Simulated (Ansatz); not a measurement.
Reactions of `[NH2][GeH2][CH2]F`.

Computed with Ansatz on PBE0-D4/def2-TZVP structures; ΔE is electronic, products minus reactants. CCSD(T)/CBS is the MP2 limit (def2-TZVPP, def2-QZVPP) plus CCSD(T) − MP2 in def2-TZVPP, frozen cores. This one scheme is used for every species. Double bonds are as drawn, so ΔE can hold a change between cis and trans. def2 core potentials past Kr. For Ge, Mo outer-core shells are correlated without core-valence functions, which leaves a few kJ/mol of doubt a bond. Scalar relativity is left out up to krypton. One conformer a species, not always the lowest.

Question: Order these by ΔE at CCSD(T)/CBS, lowest first. (Best estimate.)
A. `[NH2][GeH2][CH2]F` + `C=C(O)C(F)F` → `[NH2][GeH]([OH])[CH2]F` + `C=CC(F)F`
B. `[NH2][GeH2][CH2]F` + `N[SiH](O)F` → `[NH2][GeH2][O][SiH](N)F` + `CF`
C. `[NH2][GeH2][CH2]F` + `OC=S` → `[NH2][GeH2][CH]=S` + `OCF`
D. `[NH2][GeH2][CH2]F` + `N=CO` → `N=COCF` + `[NH2][GeH3]`
E. `[NH2][GeH2][CH2]F` + `[S]=[Mo](=[S])([Cl])[Cl]` → `F[CH2][GeH2][Cl]` + `[NH2][Mo](=[S])(=[S])[Cl]`
F. `[NH2][GeH2][CH2]F` + `OBF` → `[NH2][GeH2][O]BF` + `CF`
G. `[NH2][GeH2][CH2]F` + `[NH2][GeH2][O]BF` → `[NH2][GeH2][O][GeH2][NH2]` + `FBCF`
H. `[NH2][GeH2][CH2]F` + `B/C=C(\F)C=C` → `C=[CH][GeH2][CH2]F` + `B/C=C(/N)F`

Answer: A (-1.08 eV), B (-0.92 eV), F (-0.77 eV), E (-0.25 eV), C (+0.02 eV), H (+0.22 eV), D (+0.54 eV), G (+0.81 eV).

Largest T1 diagnostic: 0.024, for `[NH2][Mo](=[S])(=[S])[Cl]`.
